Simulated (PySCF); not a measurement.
How methods differ on the excitation energy of Ca

Ca [Ar] 4s2 (1S) → Ca [Ar] 3d1 4s1 (3D), as a difference of total energies. Computed with PySCF 2.14 in dyall-av2z (17s13p4d, 76 functions), with the non-relativistic Hamiltonian (point nucleus). Correlated levels: valence: [Ar] frozen; virtual orbitals above 40 to 60 times the deepest correlated orbital energy dropped. The calculations carry no spin-orbit coupling.

```json
{"method": "UHF", "excitation energy (eV)": "2.955"}
{"method": "MP2 (valence)", "excitation energy (eV)": "3.445"}
{"method": "SCS-MP2 (valence)", "excitation energy (eV)": "3.572"}
{"method": "CCSD (valence)", "excitation energy (eV)": "3.673"}
```

**Question.** How much does correlation contribute at MP2 (valence)?

**Answer.** 3.445 − (2.955) = 0.490 eV, measured against UHF.

These non-relativistic numbers lack the scalar-relativistic shift.

Errors of the correlated levels include the incompleteness of this basis and the frozen core.

With two correlated electrons CCSD is exact in that space.

For comparison: 2.524 eV (measured; NIST levels, between the centres of gravity of the two terms).
